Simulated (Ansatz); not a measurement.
Geometry optimisation, RKS LDA/def2-SVP (Ansatz 0.2.0).

Input file:

```yaml
crystal:
  periodic: [false, false, false]
  atoms:
    - { symbol: B, position_ang: [-1.9238, 0.016, 0.5229] }
    - { symbol: Ga, position_ang: [-0.7269, -0.8601, -0.0267] }
    - { symbol: Ge, position_ang: [1.2642, -0.0508, -0.4324] }
    - { symbol: F, position_ang: [1.6925, 0.0407, 1.3022] }
    - { symbol: F, position_ang: [1.0073, 1.5577, -1.0551] }
    - { symbol: H, position_ang: [-1.96, 1.1047, -0.0718] }
    - { symbol: H, position_ang: [-1.4957, -0.0038, 1.6051] }
    - { symbol: H, position_ang: [-0.2925, -1.1966, -0.7599] }
    - { symbol: H, position_ang: [2.5232, -0.6541, -1.1015] }
basis:
  gaussian: { orbitals: def2-SVP }
hamiltonian:
  xc: lda
relax:
  f_tol: 0.015
  max_steps: 40
output:
  orbitals: {}
```

Command:

```bash
$ ansatz run input.yaml --threads 2 --pin off --max-ram 3072MiB --backend cpu --events-out ev --progress --plain --runs-dir out
```

Where does it end, and by what steps?

It converged. After 23 steps the energy has fallen by 13.701 eV; H8 moved furthest, 1.19 Å. The start is strongly strained (largest force component 36 eV/Å).

```
step  energy less start (eV)  largest force component (eV/Å)  accepted
   0                  0.0000                          36.268       yes
   1                 -7.3428                          12.423       yes
   2                -10.1918                           5.657       yes
   3                -11.6960                           2.730       yes
   4                -12.6511                           1.440       yes
   5                -13.2229                           0.703       yes
   6                -13.4632                           0.362       yes
   7                -13.5754                           0.275       yes
   8                -13.6316                           0.346       yes
   9                -13.6484                           0.390       yes
  10                -13.6709                           0.187       yes
  11                -13.6670                           0.165        no
  12                -13.6817                           0.106       yes
  13                -13.6722                           0.460        no
  14                -13.6862                           0.032       yes
  15                -13.6894                           0.035       yes
  16                -13.6933                           0.073       yes
  17                -13.6956                           0.052       yes
  18                -13.6938                           0.278        no
  19                -13.6993                           0.077       yes
  20                -13.6882                           0.388        no
  21                -13.7006                           0.048       yes
  22                -13.7011                           0.062       yes
  23                -13.7014                           0.008       yes
```

```xyz
9
Properties=species:S:1:pos:R:3
B -1.937 0.226 0.684
Ga -0.622 -0.867 -0.371
Ge 1.629 0.084 -0.394
F 2.075 0.303 1.272
F 1.453 1.707 -0.994
H -2.559 1.141 0.169
H -2.089 0.046 1.883
H -0.761 -2.207 -1.175
H 2.899 -0.479 -1.091
```

Run time: 55 s on 2 threads of Arm Neoverse V1, on a shared host, peak memory 0.18 GiB.
